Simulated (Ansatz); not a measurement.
`C#C[SiH](C#C)C#C`, relaxed with RKS PBE-D4/def2-SVP in Ansatz 0.2.0 from a rough embedded geometry. The force threshold is 0.03 eV/Å; the program also tests the step.

Charge 0, multiplicity 1.

Start:

```xyz
11

C    -1.658    1.829    1.707
C    -0.775    1.102    1.173
Si    0.536   -0.014    0.361
C    -0.222   -1.817    0.180
C    -0.621   -2.875   -0.008
C     1.110    0.669   -1.260
C     1.456    1.119   -2.294
H    -2.354    2.415    2.127
H     1.704   -0.114    1.341
H    -0.993   -3.857   -0.104
H     1.817    1.544   -3.224
```

(1) By how much does the energy fall, and how many steps does the optimiser take? (Best estimate.)

(2) Which bonds change most? (An estimate is asked.)

(3) Give the relaxed structure. (Best estimate.)

Answers

(1) The calculation gave: 21.76 kcal/mol, in 3 steps.

(2) Computed: Si3–C4 from 1.964 to 1.837 Å; C4–C5 from 1.147 to 1.228 Å; C1–H8 from 1.002 to 1.083 Å; C2–Si3 from 1.904 to 1.837 Å.

(3) Computed: 
```xyz
11

C    -1.607    1.780    1.651
C    -0.747    1.054    1.159
Si    0.538   -0.033    0.425
C    -0.154   -1.716    0.172
C    -0.617   -2.841    0.002
C     1.077    0.654   -1.191
C     1.439    1.111   -2.272
H    -2.368    2.419    2.082
H     1.715   -0.111    1.351
H    -1.029   -3.830   -0.152
H     1.754    1.514   -3.227
```
